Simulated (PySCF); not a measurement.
Run record: geometry optimisation, `CO/C=C/CBr`.

Method: PBE0-D3(BJ)/def2-SVP geometry optimisation, gas phase (PySCF 2.14.0). Start geometry: GFN2-xTB. A driver script takes a list of jobs; this job's settings line and coordinates (Å) are shown.

Input:
```
{"job": {"xc": "PBE0", "basis": "def2-SVP", "d3": "d3bj", "grid": 1, "maxiter": 30, "shake": 0.01, "kind": "geom"}, "charge": 0, "multiplicity": 1}
C     -2.188710     0.202750    -0.158280
O     -1.428240     0.293580    -1.333180
C     -0.119510     0.094210    -1.218460
C      0.629770    -0.220150    -0.123480
C      2.059160    -0.404880    -0.163020
Br     2.982820     1.179410     0.647650
H     -3.221490     0.430500    -0.475710
H     -2.140680    -0.761260     0.284570
H     -1.894390     0.982000     0.589550
H      0.379140     0.202490    -2.164210
H      0.121540    -0.317800     0.857860
H      2.402310    -1.239740     0.456400
H      2.424110    -0.458000    -1.174800
```

Output:
```
step   0  E = -2804.94022184  max force = 0.047535
step   1  E = -2804.94373769  max force = 0.011175
step   2  E = -2804.94380324  max force = 0.010222
step   3  E = -2804.94461155  max force = 0.004187
step   4  E = -2804.94453841  max force = 0.003436
step   5  E = -2804.94474091  max force = 0.001390
step   6  E = -2804.94479687  max force = 0.000566
step   7  E = -2804.94482352  max force = 0.000467
step   8  E = -2804.94484112  max force = 0.000538
step   9  E = -2804.94485107  max force = 0.000217
optimisation converged
```

Energies in Eh; «max force» is the largest Cartesian gradient component in Eh/bohr.

Q: How much energy does the optimisation release, in eV?

A: E(step 0) − E(last step) = 0.004629 Eh, which is 0.126 eV.

Summary of the converged run: final energy -2804.94485 Eh after 9 steps; dipole 2.58 D.

Q: Give the final coordinates.

A: 0.048 Å rms from the input after alignment:
```
atom  x, y, z in Å
C1    -2.2164   -0.0725   -0.2882
O2    -1.3896   -0.0596   -1.4220
C3    -0.0690   -0.0532   -1.2292
C4     0.5985   -0.0791   -0.0627
C5     2.0735   -0.0692   -0.0215
Br6    2.7955    1.6416    0.6636
H7    -3.2526   -0.0748   -0.6480
H8    -2.0420   -0.9744    0.3248
H9    -2.0498    0.8200    0.3396
H10    0.4621   -0.0291   -2.1868
H11    0.0708   -0.0820    0.8939
H12    2.4894   -0.8185    0.6634
H13    2.5237   -0.1967   -1.0141
```

Q: How long does this job take on one thread of an Arm Neoverse V2, shared host? And the peak memory of the process?

A: About 65 s, with 0.57 GiB resident at the peak, the Python interpreter and its libraries included.
Labels such as C1 count atoms from 1, the log's own numbers from 0.
